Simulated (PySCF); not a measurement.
F3H2NSi. Atoms are numbered in the order given.

```xyz
7

N      1.6670     0.2136     0.0000
Si    -0.0030     0.0008     0.0000
F     -0.4477    -0.8015     1.3154
F     -0.4477    -0.8015    -1.3154
F     -0.8837     1.3466     0.0000
H      2.1924     0.4008     0.8462
H      2.1924     0.4008    -0.8462
```
Charge 0, spin multiplicity 1.

The structure is a stationary point at B3LYP-D3(BJ)/def2-SVP. Other conformers were not sampled.

Method: HF/def2-TZVP run with PySCF.

Symmetry labels are those of the subgroup Cs that the program uses (full group Cs).

List the valence orbital energies around the gap with their symmetry. (Estimate from the structure and the level; the computed values follow.)


| orbital | symmetry | energy (eV) |
|---|---|---|
| HOMO−7 | A" | -19.05 |
| HOMO−6 | A' | -18.60 |
| HOMO−5 | A" | -18.54 |
| HOMO−4 | A' | -17.89 |
| HOMO−3 | A" | -17.84 |
| HOMO−2 | A" | -17.50 |
| HOMO−1 | A' | -17.10 |
| HOMO | A' | -12.56 |
| LUMO | A' | 3.06 |
| LUMO+1 | A" | 4.60 |
| LUMO+2 | A' | 5.14 |
| LUMO+3 | A" | 5.37 |
